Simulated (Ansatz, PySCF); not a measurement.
Torsion H4–O1–Ge2–F3 in FGeH3O (SMILES [OH][GeH2][F]); at each angle all else is relaxed with GFN2-xTB, and the levels are single points there.
Geometry at 60° (charge 0, multiplicity 1):
```xyz
6

O      1.231    -0.079    -0.477
Ge    -0.422    -0.153    -0.034
F     -0.820     1.458     0.509
H      1.889     0.164     0.172
H     -0.703    -1.000     1.169
H     -1.163    -0.362    -1.304
```

On the grid 0° to 330°, 180° is the highest and 60° the lowest point at MP2/CBS(cc-pVTZ, cc-pVQZ) + ΔCCSD(T)/cc-pVTZ.

Cores are frozen in the correlated methods. Filled d and f shells under p-block atoms count as core.

The values were computed with Ansatz (Gaussian orbitals); PySCF for the dispersion terms. 

Q: Predict the energy at 180° less that at 60° from B3LYP-D3(BJ)/def2-TZVPP.

A: 2.3 kcal/mol

Ansatz is a quantum-chemistry and plane-wave program.
